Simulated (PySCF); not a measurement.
**Fractional electron number in Mg⁺ (magnesium, charge +1)**

The 3s alpha orbital of [Ne] 3s1 is emptied in steps (occupation f), with all orbitals relaxed, ending at [Ne]. All numbers are calculated (PySCF 2.14, no relativity, point nucleus, in def2-TZVPPD (5s5p3d, 35 functions)). The exact energy is a straight line in f; departures are measured from the line between the end points of the same method.

| f | UHF (eV) | LDA (eV) | PBE (eV) | PBE0 (eV) | LC-wPBE (eV) | BHandHLYP (eV) | BLYP (eV) | CAM-B3LYP (eV) |
| --- | --- | --- | --- | --- | --- | --- | --- | --- |
| 1 | 0.000 | 0.000 | 0.000 | 0.000 | 0.000 | 0.000 | 0.000 | 0.000 |
| 0.9 | 0.001 | -0.295 | -0.303 | -0.223 | -0.012 | -0.164 | -0.318 | -0.134 |
| 0.7 | 0.003 | -0.677 | -0.704 | -0.516 | -0.027 | -0.383 | -0.739 | -0.311 |
| 0.5 | 0.003 | -0.785 | -0.833 | -0.609 | -0.035 | -0.456 | -0.874 | -0.369 |
| 0.3 | 0.003 | -0.631 | -0.694 | -0.507 | -0.036 | -0.385 | -0.728 | -0.309 |
| 0.1 | 0.001 | -0.247 | -0.290 | -0.211 | -0.019 | -0.168 | -0.308 | -0.134 |
| 0 | 0.000 | 0.000 | 0.000 | 0.000 | 0.000 | 0.000 | 0.000 | 0.000 |

```csv
method,E(f=0) − E(f=1) (eV),−ε at f=1 (eV),−ε at f=0.5 (eV)
UHF,14.712,14.726,14.712
LDA,15.315,12.012,15.445
PBE,15.306,11.928,15.334
PBE0,15.208,12.722,15.237
LC-wPBE,15.135,14.999,15.113
BHandHLYP,15.267,13.442,15.263
BLYP,15.397,11.856,15.432
CAM-B3LYP,15.428,13.939,15.434
```

Orbital energy along the path (eV):

```json
{"f": "1", "UHF": "-14.726", "LDA": "-12.012", "PBE": "-11.928", "PBE0": "-12.722", "LC-wPBE": "-14.999", "BHandHLYP": "-13.442", "BLYP": "-11.856", "CAM-B3LYP": "-13.939"}
{"f": "0.9", "UHF": "-14.723", "LDA": "-12.711", "PBE": "-12.616", "PBE0": "-13.234", "LC-wPBE": "-15.031", "BHandHLYP": "-13.808", "BLYP": "-12.574", "CAM-B3LYP": "-14.242"}
{"f": "0.7", "UHF": "-14.717", "LDA": "-14.098", "PBE": "-13.984", "PBE0": "-14.246", "LC-wPBE": "-15.080", "BHandHLYP": "-14.538", "BLYP": "-14.009", "CAM-B3LYP": "-14.843"}
{"f": "0.5", "UHF": "-14.712", "LDA": "-15.445", "PBE": "-15.334", "PBE0": "-15.237", "LC-wPBE": "-15.113", "BHandHLYP": "-15.263", "BLYP": "-15.432", "CAM-B3LYP": "-15.434"}
{"f": "0.3", "UHF": "-14.707", "LDA": "-16.700", "PBE": "-16.664", "PBE0": "-16.206", "LC-wPBE": "-15.156", "BHandHLYP": "-15.983", "BLYP": "-16.821", "CAM-B3LYP": "-16.014"}
{"f": "0.1", "UHF": "-14.702", "LDA": "-17.698", "PBE": "-17.990", "PBE0": "-17.166", "LC-wPBE": "-15.299", "BHandHLYP": "-16.731", "BLYP": "-18.157", "CAM-B3LYP": "-16.600"}
{"f": "0", "UHF": "-14.700", "LDA": "-17.610", "PBE": "-17.975", "PBE0": "-17.099", "LC-wPBE": "-15.335", "BHandHLYP": "-17.171", "BLYP": "-18.728", "CAM-B3LYP": "-16.942"}
```

As f goes to zero the orbital energy of a semilocal functional can turn back, because the density of that orbital vanishes from the exchange-correlation potential.

Reference removal energy between the ground levels: 15.035 eV (measured; NIST Atomic Spectra Database, ionization energies). UHF lacks correlation.
